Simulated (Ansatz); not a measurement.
Two structures of GaN$_{2}$H$_{9}$, singlet, reached by relaxing down either side of one saddle point (PBE0-D4/def2-TZVP). Energies are electronic, without zero-point energy. Program: Ansatz 0.2.0. Basis: def2-TZVPP and def2-QZVPP. Cores are frozen in the correlated methods. Filled d shells of the heavier atoms are correlated. The def2 sets are not built for correlating such inner shells, so the correlated values are less sure here. Extrapolation: Hartree–Fock as exp(−7.88 √X), correlation as X^−2.97. First:

```json
{"atom": "Ga1", "x (Å)": "-1.0102", "y (Å)": "0.6224", "z (Å)": "-1.2838"}
{"atom": "H2", "x (Å)": "0.3095", "y (Å)": "1.5131", "z (Å)": "-1.2150"}
{"atom": "H3", "x (Å)": "-0.8468", "y (Å)": "-0.7881", "z (Å)": "-1.9897"}
{"atom": "H4", "x (Å)": "-2.3877", "y (Å)": "1.3825", "z (Å)": "-1.4324"}
{"atom": "H5", "x (Å)": "-0.1171", "y (Å)": "-0.3287", "z (Å)": "0.9490"}
{"atom": "N6", "x (Å)": "-1.0727", "y (Å)": "-0.0059", "z (Å)": "0.7281"}
{"atom": "H7", "x (Å)": "1.8337", "y (Å)": "0.1002", "z (Å)": "-0.1064"}
{"atom": "N8", "x (Å)": "1.7945", "y (Å)": "-0.5990", "z (Å)": "0.6301"}
{"atom": "H9", "x (Å)": "-1.3220", "y (Å)": "0.7484", "z (Å)": "1.3563"}
{"atom": "H10", "x (Å)": "-1.7280", "y (Å)": "-0.7647", "z (Å)": "0.8701"}
{"atom": "H11", "x (Å)": "2.5317", "y (Å)": "-0.3900", "z (Å)": "1.2920"}
{"atom": "H12", "x (Å)": "2.0152", "y (Å)": "-1.4902", "z (Å)": "0.2017"}
```

Second:

```json
{"atom": "Ga1", "x (Å)": "-0.9017", "y (Å)": "0.1529", "z (Å)": "-0.2815"}
{"atom": "H2", "x (Å)": "2.3597", "y (Å)": "0.9757", "z (Å)": "-2.3501"}
{"atom": "H3", "x (Å)": "-0.9103", "y (Å)": "-0.8034", "z (Å)": "-1.5373"}
{"atom": "H4", "x (Å)": "-0.8132", "y (Å)": "1.7230", "z (Å)": "-0.4192"}
{"atom": "H5", "x (Å)": "0.7515", "y (Å)": "-0.6637", "z (Å)": "1.4197"}
{"atom": "N6", "x (Å)": "-1.7509", "y (Å)": "-0.5007", "z (Å)": "1.2690"}
{"atom": "H7", "x (Å)": "1.6163", "y (Å)": "0.9800", "z (Å)": "-2.2741"}
{"atom": "N8", "x (Å)": "1.0485", "y (Å)": "-0.2790", "z (Å)": "0.5259"}
{"atom": "H9", "x (Å)": "-2.2807", "y (Å)": "0.1760", "z (Å)": "1.8006"}
{"atom": "H10", "x (Å)": "-2.3379", "y (Å)": "-1.3134", "z (Å)": "1.1414"}
{"atom": "H11", "x (Å)": "1.6380", "y (Å)": "0.5285", "z (Å)": "0.6860"}
{"atom": "H12", "x (Å)": "1.5808", "y (Å)": "-0.9759", "z (Å)": "0.0196"}
```

(1) Which bonds change from the first to the second?

(2) Give the saddle point's structure and its height above each. (To be estimated.)

The T1 diagnostic stays at or below 0.012. The end structure is not quite a true minimum (one mode of 40i cm⁻¹).

Results:

(1) GaNH₆ ([NH3][GaH3]) + NH₃ → GaN₂H₇ ([NH2][GaH2][NH3]) + H₂; bonds formed: Ga1–N8, H2–H7, H5–N8; dative contacts that become bonds: Ga1–N6; bonds broken: Ga1–H2, H5–N6, H7–N8.

(2) Computed: 32.10 kcal/mol above the first and 27.56 kcal/mol above the second (CCSD(T) at an estimated basis limit (MP2 extrapolated from triple and quadruple zeta, plus CCSD(T) − MP2 in triple zeta)).
Ga1  (-1.084, 0.511, -1.060)
H2  (0.688, 0.573, -1.302)
H3  (-1.500, -0.501, -2.193)
H4  (-1.436, 2.045, -1.077)
H5  (0.650, -0.472, 1.000)
N6  (-1.137, -0.269, 0.708)
H7  (1.155, 0.199, -0.522)
N8  (1.625, -0.344, 0.627)
H9  (-1.588, 0.341, 1.380)
H10  (-1.654, -1.140, 0.723)
H11  (2.172, 0.283, 1.202)
H12  (2.108, -1.226, 0.514)
(Å)

The step is the kind of exchange with an N–H group that builds nitride films in atomic layer and chemical vapour deposition.

Labels in which every atom is bracketed show which atoms are joined, not bond orders.

For scale, one of the runs: CCSD(T)/def2-TZVPP, 236 basis functions, launched by `ansatz run in.yaml --threads 4 --pin off --events-out ev --progress --plain --max-ram 9574MiB`. The run took 110 s on 4 CPU threads of an Arm Neoverse V2 (shared host), with 4.4 GiB of host memory at its peak.
